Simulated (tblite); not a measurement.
Input of a run (GFN2-xTB geometry optimisation, gas phase (tblite 0.8.0)), started from a force field or distance geometry:
```
{"job": {"kind": "relax", "xc": "GFN2-xTB", "basis": "xTB"}, "charge": 0, "multiplicity": 1}
C      1.908200    -1.340700     0.440100
C      1.184000     0.008700     0.593600
S      2.388300     1.327000     0.193700
C     -0.009900     0.133600    -0.338100
C     -0.925100     1.406100    -0.171300
C     -2.262000     0.702500    -0.580800
Si    -1.574100    -0.880400     0.171900
H      2.799900    -1.391400     1.076300
H      1.251900    -2.169300     0.737600
H      2.193100    -1.520900    -0.593900
H      0.898700     0.143200     1.649800
H      2.576600     0.969600    -1.084900
H      0.228000    -0.087300    -1.369500
H     -0.645000     2.231300    -0.852100
H     -0.944400     1.844900     0.838000
H     -2.419100     0.630700    -1.646000
H     -3.152700     1.116400    -0.104700
H     -1.771100    -2.126000    -0.621300
H     -1.735200    -0.988700     1.653900
```

Output (eV, eV/Å):
```
step      E/eV     max force
  0    -592.20214    2.108
  1    -592.32150    0.810
  2    -592.37828    0.702
  3    -592.41357    0.393
  4    -592.42967    0.337
  5    -592.44014    0.279
  6    -592.44972    0.358
  7    -592.46081    0.283
  8    -592.46878    0.199
  9    -592.47349    0.144
 10    -592.47638    0.113
 11    -592.47912    0.132
 12    -592.48206    0.126
 13    -592.48473    0.118
 14    -592.48683    0.101
 15    -592.48862    0.100
 16    -592.49034    0.093
 17    -592.49184    0.099
 18    -592.49301    0.091
 19    -592.49402    0.082
 20    -592.49517    0.083
 21    -592.49674    0.112
 22    -592.49884    0.141
 23    -592.50132    0.137
 24    -592.50399    0.118
 25    -592.50679    0.121
 26    -592.50958    0.135
 27    -592.51210    0.128
 28    -592.51438    0.101
 29    -592.51663    0.112
 30    -592.51886    0.113
 31    -592.52083    0.082
 32    -592.52227    0.069
 33    -592.52332    0.061
 34    -592.52431    0.076
 35    -592.52537    0.078
 36    -592.52632    0.076
 37    -592.52705    0.053
 38    -592.52767    0.054
 39    -592.52822    0.057
 40    -592.52865    0.042
 41    -592.52896    0.056
 42    -592.52921    0.045
 43    -592.52943    0.037
 44    -592.52971    0.037
 45    -592.52991    0.036
 46    -592.53018    0.050
 47    -592.53042    0.053
 48    -592.53064    0.035
 49    -592.53084    0.028
 50    -592.53102    0.029
 51    -592.53119    0.045
 52    -592.53138    0.047
 53    -592.53161    0.039
 54    -592.53189    0.037
 55    -592.53218    0.037
 56    -592.53239    0.033
 57    -592.53255    0.031
 58    -592.53268    0.024
 59    -592.53281    0.029
 60    -592.53296    0.032
 61    -592.53316    0.033
 62    -592.53339    0.033
 63    -592.53363    0.037
 64    -592.53381    0.035
 65    -592.53392    0.022
 66    -592.53400    0.019
 67    -592.53406    0.019
 68    -592.53411    0.018
 69    -592.53415    0.013
 70    -592.53417    0.013
 71    -592.53420    0.015
 72    -592.53425    0.019
 73    -592.53429    0.017
 74    -592.53432    0.012
 75    -592.53436    0.013
 76    -592.53439    0.014
 77    -592.53442    0.014
 78    -592.53445    0.011
 79    -592.53447    0.012
 80    -592.53451    0.014
 81    -592.53455    0.016
 82    -592.53458    0.012
 83    -592.53459    0.008
```

Q: Summarise the run.

A: The energy falls by 0.332 eV over 83 L-BFGS steps, the largest force on an atom goes from 2.11 to 0.008 eV/Å, and the atoms move by 0.302 Å rms after alignment. Among the bonds, C4–C5 and Si7–H19 change most and about equally (-0.033 to -0.032 Å). Bonds longer at the end by more than 0.005 Å: 4 of 19; shorter: 13. Among the angles that change most is H18–Si7–H19, from 116.9° to 111.1°. Among the dihedrals that turn most is H13–C4–C5–C6, from 78° to 104°. The energy never rose by more than 1e-5 eV on the way. The first step brought 36 % of the lowering.

Q: What are the final bond lengths?

A: C1–C2 1.519 Å, C2–S3 1.847 Å, C2–C4 1.511 Å, C4–C5 1.544 Å, C5–C6 1.543 Å, C6–Si7 1.908 Å, C4–Si7 1.924 Å, C1–H8 1.088 Å, C1–H9 1.089 Å, C1–H10 1.089 Å, C2–H11 1.093 Å, S3–H12 1.332 Å, C4–H13 1.094 Å, C5–H14 1.089 Å, C5–H15 1.090 Å, C6–H16 1.088 Å, C6–H17 1.087 Å, Si7–H18 1.462 Å, Si7–H19 1.463 Å. Numbering counts from 1 in the input's order; the species is `C1[C@@H]([C@H](S)C)[SiH2]C1`.

On Arm Neoverse N1, one thread, shared host with 64 logical CPUs at a one-minute load of 60, this took 1.1 s.

Its GFN2-xTB frequencies are all real (lowest 62 cm⁻¹). One conformer, not necessarily the lowest. 3 starts were optimised and ended at 0.00, 1.21 and 2.32 kcal/mol (GFN2-xTB); the lowest of these is shown.

The numbers are calculated, not measured.
